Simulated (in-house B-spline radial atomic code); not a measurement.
Configurations of Sn³⁺, with energies counted from [Kr] 4d10 5s1. Level of theory: non-relativistic HSE06, spin-polarised, spherical fractional occupations, point nucleus; calculated with an all-electron radial atomic-structure program (B-spline basis). Caution: exact exchange at fractional occupations of open shells leaves self-interaction of up to several eV. Shells without spins written out take the highest spin.

Occupations are held fixed; configurations that lie above the ionisation limit could autoionise.

```json
{"configuration": "[Kr] 4d10 5d(1 up, 0 down)", "E - E(ref) (eV)": "19.438", "highest orbital": "5d up", "its <r> (bohr)": "3.465"}
{"configuration": "[Kr] 4d10 6p(0 up, 1 down)", "E - E(ref) (eV)": "23.196", "highest orbital": "6p down", "its <r> (bohr)": "4.945"}
{"configuration": "[Kr] 4d10 4f1", "E - E(ref) (eV)": "24.934", "highest orbital": "4f up", "its <r> (bohr)": "3.876"}
{"configuration": "[Kr] 4d9 5s1 5p1", "E - E(ref) (eV)": "32.937", "highest orbital": "5p up", "its <r> (bohr)": "2.417"}
{"configuration": "[Kr] 4d9 4f1 5s1", "E - E(ref) (eV)": "50.801", "highest orbital": "4f up", "its <r> (bohr)": "3.326"}
{"configuration": "[Kr] 4d9 5s1 6d1", "E - E(ref) (eV)": "54.196", "highest orbital": "6d up", "its <r> (bohr)": "6.103"}
{"configuration": "[Ar] 3d9 4s2 4p6 4d10 5s1 5p1", "E - E(ref) (eV)": "506.24", "highest orbital": "5p up", "its <r> (bohr)": "2.396"}
```

Order these further configurations by energy, lowest first.
A. [Kr] 4d10 5p(0 up, 1 down)
B. [Ar] 3d10 4s2 4p5 4d10 5s1 5p1
C. [Ar] 3d10 4s2 4p5 4d10 5s1 6f1
D. [Ar] 3d9 4s2 4p6 4d10 5s2
E. [Ar] 3d(4 up, 5 down) 4s2 4p6 4d10 5s(1 up, 0 down) 6p(1 up, 0 down)

A (8.5027 eV), B (96.419 eV), C (122.7 eV), D (498.6 eV), E (523.32 eV).

How far above the reference does [Kr] 4d10 6d1 lie?

27.495 eV; its least bound orbital is 6d up with <r> = 6.298 bohr.

How far above the reference does [Kr] 4d10 6f1 lie?

32.441 eV; its least bound orbital is 6f up with <r> = 10.17 bohr.
